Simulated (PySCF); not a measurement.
## Trend along the second period: MBr molecules

PBE with double-zeta basis sets in PySCF, for the lowest determinant that a PBE0 search found; no spin–orbit coupling. De refers to high-spin ground-configuration atoms. A positive dipole means M(−)Br(+).

| M | basis | state (unpaired electrons) | Re (Å) | ωe (cm⁻¹) | De (eV) | μ (D) |
| --- | --- | --- | --- | --- | --- | --- |
| Li | cc-pVDZ/cc-pVDZ-PP | singlet (closed shell) | 2.218 | 540 | 4.16 | -6.84 |
| Be | def2-SVP | doublet (σ ↑) | 1.996 | 676 | 3.64 | -0.49 |
| B | cc-pVDZ/cc-pVDZ-PP | singlet (closed shell) | 1.925 | 664 | 4.76 | 1.40 |
| C | def2-SVP | doublet (π ↑) | 1.834 | 723 | 4.12 | 1.75 |
| F | def2-SVP | singlet (closed shell) | 1.801 | 641 | 3.03 | 1.48 |

The shortest bond is that of BrF (1.801 Å), the longest that of LiBr (2.218 Å). BBr is bound most strongly (4.76 eV) and BrF least (3.03 eV).

The rows differ in basis set, which adds steps of its own.

The state changes along the series, so neighbouring rows are not always alike in their bonding.

States were picked by a PBE0 search and need not be the measured ground states.
